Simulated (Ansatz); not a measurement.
The same path of BFGeH4O (8 atoms, charge 0, multiplicity 1) was run twice with different band settings. The coordinate that changes most is the dihedral B1–O2–Ge3–F4.

Computed with RHF/def2-SVP (Ansatz 0.2.0).

Relaxed end points:

```xyz
8
Properties=species:S:1:pos:R:3
B -0.673 1.418 -0.291
O -0.777 0.109 0.002
Ge 0.434 -1.129 0.308
F 1.073 -1.546 -1.233
H -1.675 2.041 -0.519
H 0.407 1.958 -0.312
H 1.582 -0.562 1.128
H -0.278 -2.346 0.862
```

```xyz
8
Properties=species:S:1:pos:R:3
B -0.798 1.337 -0.336
O 0.172 0.699 0.343
Ge 0.650 -0.993 0.386
F 1.401 -1.305 -1.129
H -0.889 2.530 -0.233
H -1.570 0.717 -1.028
H 1.699 -1.150 1.469
H -0.573 -1.891 0.472
```

Common settings: movable images 7; climbing image yes; optimiser quadratic models (default); start path through a guess of the saddle point; force threshold 0.03 eV/Å; iteration limit 60; end points relaxed.

| run | spring |
| --- | --- |
| 1 | 5.0 eV/Å² |
| 2 | 2.0 to 10.0 eV/Å², energy-weighted |

Problem. What does each run give, and how far can it be trusted?

Solution. Run 1: converged after 42 iterations, highest image 0.012 eV above the first end. A vibrational analysis at the climbing image gives no mode beyond 40i cm⁻¹: the surface is too flat there to confirm a saddle point.
Run 2: converged after 31 iterations, highest image 0.012 eV above the first end. Another band between the same ends (7 images) ends at a top of the same energy, where a vibrational analysis finds no clearly imaginary modes.
